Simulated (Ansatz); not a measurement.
One change: `CSC(C)(C)C` becomes `CC(C)(C)[O][AlH2]`.

Ansatz, PBE0-D4/def2-TZVP geometries, multiplicity 1. 

| property | `CSC(C)(C)C` |
| --- | --- |
| HOMO energy (PBE0/def2-TZVPP) / eV | -6.19 |
| HOMO energy (ωB97M-V/def2-TZVPP) / eV | -8.43 |
| size of the dipole moment (B3LYP/def2-TZVPP) / D | 1.51 |
| HOMO–LUMO gap (ωB97M-V/def2-TZVPP) / eV | 10.92 |
| size of the dipole moment (PBE/def2-TZVPP) / D | 1.49 |
| LUMO energy (PBE/def2-TZVPP) / eV | 0.13 |

(1) Give the same properties after the change, and the shifts. (An estimate is asked.)

Results:

(1) The calculation gave: 
| property | `CC(C)(C)[O][AlH2]` | shift |
| --- | --- | --- |
| HOMO energy (PBE0/def2-TZVPP) / eV | -7.81 | -1.62 |
| HOMO energy (ωB97M-V/def2-TZVPP) / eV | -10.10 | -1.67 |
| size of the dipole moment (B3LYP/def2-TZVPP) / D | 1.16 | -0.35 |
| HOMO–LUMO gap (ωB97M-V/def2-TZVPP) / eV | 10.77 | -0.15 |
| size of the dipole moment (PBE/def2-TZVPP) / D | 1.17 | -0.32 |
| LUMO energy (PBE/def2-TZVPP) / eV | -1.67 | -1.80 |

With PBE0 the HOMO falls by 1.62 eV and the LUMO falls by 1.94 eV, so the gap narrows by about 0.32 eV. PBE moves the HOMO by -1.44 eV and ωB97M-V by -1.67 eV. Dipoles are sizes alone; their direction can turn.

B3LYP here is the variant with VWN-RPA as its local correlation; programs differ in this.
